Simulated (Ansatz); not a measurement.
Molecule: butyl(trichloro)silane, C₄H₉Cl₃Si, charge 0, multiplicity 1. SMILES: CCCC[Si](Cl)(Cl)Cl
Coordinates optimised at B3LYP-D3(BJ)/def2-TZVP (Ansatz, a program for electronic structure):
```xyz
17

C      4.4593    -0.1609     0.6825
C      3.2496     0.7621     0.5736
C      1.9507     0.0038     0.3050
C      0.7360     0.9323     0.1958
Si    -0.8695     0.0693    -0.1298
Cl    -2.4030     1.4260    -0.2517
Cl    -1.3007    -1.2575     1.3756
Cl    -0.7898    -0.9740    -1.8955
H      4.3335    -0.8790     1.4962
H      5.3737     0.4029     0.8742
H      4.6046    -0.7285    -0.2396
H      3.4114     1.4906    -0.2273
H      3.1422     1.3412     1.4963
H      1.7855    -0.7236     1.1048
H      2.0545    -0.5743    -0.6176
H      0.6073     1.5099     1.1167
H      0.8770     1.6596    -0.6101
```
Charge 0, spin multiplicity 1.

Computed values are from Ansatz. Correlated levels leave the core frozen unless marked. UHF or UKS for open shells. No spin-orbit coupling. Non-relativistic. CBS(X,Y): correlation extrapolated as X^-3; Hartree-Fock from the larger set. [CCSD(T)-MP2]/basis is that difference in the basis named.

The atomisation energy De is 6542.7 kJ/mol at RI-MP2/CBS(aug-cc-pV(T+d)Z,aug-cc-pV(Q+d)Z)+[CCSD(T)-MP2]/aug-cc-pV(T+d)Z. The total energy comes out as -1826.2211 Eh at RI-MP2/CBS(aug-cc-pV(T+d)Z,aug-cc-pV(Q+d)Z)+[CCSD(T)-MP2]/aug-cc-pV(T+d)Z. The dipole moment is 2.29 D at CCSD(T)/aug-cc-pV(D+d)Z. The T1 diagnostic comes out as 0.009 at CCSD/aug-cc-pV(T+d)Z.
